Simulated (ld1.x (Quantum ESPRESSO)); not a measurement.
## Before and after: RRKJ potential for Ag (Z = 47)

Ag, norm-conserving RRKJ (Kleinman–Bylander form), made with ld1.x (Quantum ESPRESSO) 7.5 (PBE, scalar-relativistic). Core [Ar] 3d10, reference 4s2 4p6 4d8 5s0 5p0 (charge +3). Waves: 4p (bound): rc 1.45 bohr; 4d (bound): rc 1.45 bohr; 4s (bound): rc 0.95 bohr. Local part: the s channel. Core correction: Bessel-smoothed model core inside 0.60 bohr. rho0 = 0.005.

Change: wave 4p (bound): rc 1.45 bohr becomes 4p (bound): rc 1.94 bohr.

Cutoffs: the cutoffs (Ry, on a coarse ladder) from which the occupation-weighted sum of valence levels, in a spherical-Bessel basis at the reference potential, stays within 10 and 1 mRy of its value at 400 Ry; they do not see the model core or the augmentation charge, which bear on the density cutoff. Errors are all-electron minus pseudo energies relative to the spin-unpolarised reference configuration.

**Question.** Predict the effect on cutoff, ghosts and configuration errors.

**Answer.** The potential gets neither clearly harder nor softer (140 Ry and 260 Ry → 140 Ry and 260 Ry); the s channel sets the loose cutoff, while the largest relative change is in p, which becomes softer; of the 7 tests that both files solve, the error grows in 0 and shrinks in 5 by more than 15 % and 0.3 meV (median size 61.3 → 10.9 meV); neither file shows a bound ghost. That the errors move this way runs against the usual rule that smaller radii transfer better.

| quantity | base | changed |
| --- | --- | --- |
| cutoff, loose | 140 Ry | 140 Ry |
| cutoff, tight | 260 Ry | 260 Ry |
| loose cutoff by channel (10 mRy a level) | p 35 Ry, d 50 Ry, s 140 Ry | p 30 Ry, d 50 Ry, s 140 Ry |
| bound ghosts | none | none |
| error for 4s2 4p6 4d10 5s1 5p0, meV [ΔE -66.06 eV] | +93 | +86 |
| error for 4s2 4p6 4d10 5s0 5p0, meV [ΔE -58.31 eV] | +18 | +11 |
| error for 4s2 4p6 4d9 5s0 5p0, meV [ΔE -36.19 eV] | +9.0 | +6.7 |
| error for 4s2 4p6 4d9 5s1 5p1, meV [ΔE -57.49 eV] | +190 | +116 |
| error for 4s2 4p6 4d10 5s0.5 5p0, meV [ΔE -63.05 eV] | +61 | +54 |
| error for 4s2 4p6 4d7 5s0 5p0, meV [ΔE 51.72 eV] | +5.3 | +1.4 |
| error for 4s2 4p6 4d10 5s0 5p1, meV [ΔE -62.20 eV] | +62 | +11 |
